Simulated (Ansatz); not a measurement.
Geometry optimisation, RKS BLYP-D4/def2-SVP in Ansatz.

The input (input.yaml):

```yaml
crystal:
  periodic: [false, false, false]
  atoms:
    - { symbol: Ti, position_ang: [-0.9092, 0.2454, 0.9369] }
    - { symbol: C, position_ang: [1.2532, -0.1743, -0.3864] }
    - { symbol: "N", position_ang: [-1.4509, 0.0016, -0.6632] }
    - { symbol: H, position_ang: [-0.1061, -0.1168, -0.7181] }
    - { symbol: F, position_ang: [-0.7081, 1.8806, 1.4655] }
    - { symbol: F, position_ang: [-0.9279, -1.0936, 2.0279] }
    - { symbol: H, position_ang: [1.502, -1.0018, 0.2923] }
    - { symbol: H, position_ang: [1.666, 0.7817, -0.0357] }
    - { symbol: H, position_ang: [1.6288, -0.3925, -1.3786] }
    - { symbol: H, position_ang: [-1.948, -0.1302, -1.5407] }
basis:
  gaussian: { orbitals: def2-SVP }
hamiltonian:
  xc: blyp
  dispersion: d4
relax:
  f_tol: 0.15
  max_steps: 25
  restrain:
    - { distance: [3, 1], at: 2.37, k: 30.0 }
    - { distance: [0, 1], at: 2.36, k: 30.0 }
    - { distance: [3, 2], at: 1.02, k: 30.0 }
```

Command:

```bash
$ ansatz run input.yaml --threads 2 --pin off --max-ram 3072MiB --backend cpu --events-out ev --progress --plain --runs-dir out
```

Task: Where does it end, and by what steps?

Result: The forces met the threshold. The restraints hold the end off the free minimum. After 9 steps the energy has fallen by 1.422 eV (the restraints' own energy left out); H4 moved furthest, 0.79 Å. Joined: N3–H4.

| step | energy less start (eV) | largest force component (eV/Å) | accepted |
| --- | --- | --- | --- |
| 0 | 0.0000 | 2.413 | yes |
| 1 | -0.0480 | 2.247 | yes |
| 2 | -0.0576 | 3.317 | yes |
| 3 | -0.5578 | 2.718 | yes |
| 4 | -1.1711 | 1.282 | yes |
| 5 | -1.3623 | 1.841 | yes |
| 6 | -1.3766 | 1.764 | yes |
| 7 | -1.4166 | 1.352 | yes |
| 8 | -1.4169 | 1.566 | no |
| 9 | -1.4219 | 1.465 | yes |

```xyz
10
Properties=species:S:1:pos:R:3
Ti -0.628 0.203 0.819
C 1.455 -0.141 -0.111
N -1.467 -0.028 -0.799
H -0.598 -0.187 -1.334
F -0.793 1.831 1.489
F -1.038 -1.020 2.027
H 1.912 -1.017 0.393
H 2.067 0.763 0.085
H 1.403 -0.325 -1.202
H -2.315 -0.080 -1.368
```

Run time: 32 s on 2 threads of Intel(R) Xeon(R) 6975P-C (Granite Rapids), on a shared host, peak memory 0.18 GiB.
